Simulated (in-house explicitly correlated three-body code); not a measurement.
Computed with an exponentially correlated three-body code. Model: two electrons around a point charge, non-relativistic, variational in 260 exponentially correlated functions (energies converged to about 1e-7 hartree, or 1e-8 relative for large Z).

Command:
```bash
python run_hyl.py task.json out
```
Settings (lengths in bohr, energies in hartree):
```
Z                      1.5
nuclear_mass           10
interaction_strength   1
functions              260
states_tried           13
```

Time taken, with all properties: 64 s on 1 thread of Arm Neoverse N1, on a shared host.

**Those bound S and P states to n = 4 that converged, binding against the one-electron ion.**

Given: nuclear charge 1.5; mass of the centre 10 electron masses.

Computed: one-electron threshold -1.02272727 hartree.

```
term  energy (hartree)  binding (eV)
1 1S       -1.32576822        8.2462
2 3S       -1.07048733        1.2996
2 1S         -1.060341        1.0235
2 3P                 ?             ?
2 1P       -1.05085371       0.76536
3 3S                 ?             ?
3 1S         -1.037835        0.4111
3 1P       -1.03526088       0.34106
4 3S        -1.0317681       0.24601
4 1P       -1.02979999       0.19246
```

**Question.** What belongs in the row 2 3P?

**Answer.** energy (hartree): -1.05379407; binding (eV): 0.84537.

**Question.** What belongs in the row 3 3S?

**Answer.** energy (hartree): -1.04024346; binding (eV): 0.47664.

**Converged states only, values per electron or pair.**

```csv
term,mean r (bohr),mean r squared (bohr²),mean inverse r (1/bohr),mean r12 (bohr),mean inverse r12 (1/bohr),mean cosine,mean p1 dot p2 (bohr⁻²),delta r1 (bohr⁻³),delta r12 (bohr⁻³)
1 1S,1.5021,3.1977,1.0768,2.309,0.57887,-0.054103,0.04745,0.51077,0.020974
2 3S,4.5432,38.608,0.76355,8.0857,0.14967,-0.0050721,-0.00065155,0.41063,-
2 1S,5.614,60.68,0.74892,10.202,0.12609,-0.0042546,-0.0023528,0.40871,0.0010183
2 3P,5.4219,58.934,0.74595,9.8315,0.13028,-0.01263,-0.016313,0.40073,-
2 1P,6.1589,75.876,0.7372,11.28,0.10989,-0.00087332,9.2928e-05,0.40388,2.2368e-05
3 3S,?,?,?,?,?,?,?,?,-
3 1S,13.009,353.56,0.70999,24.948,0.054289,0.00019167,-0.0015158,0.4049,0.00026624
3 1P,14.437,444.17,0.7066,27.8,0.049289,0.00097951,-0.0002632,0.40367,7.7124e-06
4 3S,?,?,?,?,?,?,?,?,-
4 1P,25.981,1466.5,0.69584,50.876,0.027924,0.00090033,-0.00036603,0.40359,3.4445e-06
```

**Question.** What belongs in the row 3 3S?

**Answer.** mean r (bohr): 11.295; mean r squared (bohr²): 264.25; mean inverse r (1/bohr): 0.71376; mean r12 (bohr): 21.524; mean inverse r12 (1/bohr): 0.060805; mean cosine: 0.00046248; mean p1 dot p2 (bohr⁻²): -0.0012786; delta r1 (bohr⁻³): 0.40519.

**Question.** What belongs in the row 4 3S?

**Answer.** mean r (bohr): 21.318; mean r squared (bohr²): 973.11; mean inverse r (1/bohr): 0.69875; mean r12 (bohr): 41.554; mean inverse r12 (1/bohr): 0.032718; mean cosine: 0.00082289; mean p1 dot p2 (bohr⁻²): -0.00089573; delta r1 (bohr⁻³): 0.40415.
